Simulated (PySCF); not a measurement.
## SMILES CN1C(C#C)=CC=C1C=S, C8H7NS

Molfile (atoms numbered from 1):
```
C8H7NS
     RDKit          3D

 17 17  0  0  0  0  0  0  0  0999 V2000
    1.9786    0.3484    2.4342 C   0  0  0  0  0  0  0  0  0  0  0  0
    1.2250    0.4498    1.4865 C   0  0  0  0  0  0  0  0  0  0  0  0
    0.3572    0.5873    0.3793 C   0  0  0  0  0  0  0  0  0  0  0  0
    0.2599    1.6475   -0.5353 C   0  0  0  0  0  0  0  0  0  0  0  0
   -0.7423    1.3174   -1.4443 C   0  0  0  0  0  0  0  0  0  0  0  0
   -1.2524    0.0611   -1.0835 C   0  0  0  0  0  0  0  0  0  0  0  0
   -2.2871   -0.7077   -1.6985 C   0  0  0  0  0  0  0  0  0  0  0  0
   -3.1528   -0.2846   -3.0198 S   0  0  0  0  0  0  0  0  0  0  0  0
   -0.5630   -0.3645    0.0356 N   0  0  0  0  0  0  0  0  0  0  0  0
   -0.7693   -1.6081    0.7374 C   0  0  0  0  0  0  0  0  0  0  0  0
    2.6470    0.2628    3.2712 H   0  0  0  0  0  0  0  0  0  0  0  0
    0.8712    2.5460   -0.5082 H   0  0  0  0  0  0  0  0  0  0  0  0
   -1.1022    1.8917   -2.2949 H   0  0  0  0  0  0  0  0  0  0  0  0
   -2.5000   -1.6736   -1.2140 H   0  0  0  0  0  0  0  0  0  0  0  0
   -0.0690   -1.6517    1.5803 H   0  0  0  0  0  0  0  0  0  0  0  0
   -0.5800   -2.4681    0.0785 H   0  0  0  0  0  0  0  0  0  0  0  0
   -1.7949   -1.6736    1.1291 H   0  0  0  0  0  0  0  0  0  0  0  0
  1  2  3  0
  2  3  1  0
  3  4  2  0
  4  5  1  0
  5  6  2  0
  6  7  1  0
  7  8  2  0
  6  9  1  0
  9 10  1  0
  9  3  1  0
  1 11  1  0
  4 12  1  0
  5 13  1  0
  7 14  1  0
 10 15  1  0
 10 16  1  0
 10 17  1  0
M  END
```

Level of theory: TDDFT CAM-B3LYP/aug-cc-pVDZ excited states, vertical, gas phase (PySCF). Geometry: PBE0-D3(BJ)/def2-SVP.

Question: Give the one- and two-photon strengths of the lowest singlets.

Answer: δ for parallel linear polarisation; σ at the peak of a Lorentzian of half width 0.1 eV, single beam; Ω is circular over linear.
```csv
state,E (eV),f,photon λ (nm),δ (au),σ (GM),Ω,main
S1,2.23,0.000,1114,0.5,0.00,1.50,HOMO−1→LUMO 0.95
S2,3.57,0.643,695,1100,5.13,0.67,HOMO→LUMO 0.96
S3,4.58,0.028,542,726,5.58,0.79,HOMO−2→LUMO 0.95
S4,5.34,0.000,465,1.05,0.01,1.50,"HOMO→LUMO+5 0.30, HOMO→LUMO+8 0.19"
S5,5.40,0.145,460,3260,34.81,0.68,HOMO→LUMO+4 0.80
S6,5.41,0.000,458,34.9,0.37,1.50,HOMO→LUMO+1 0.81
```

Among these, the strongest one-photon state is S2, the strongest two-photon state S5, with a dipole change of 2.6 D (relaxed, norm of the difference vector).
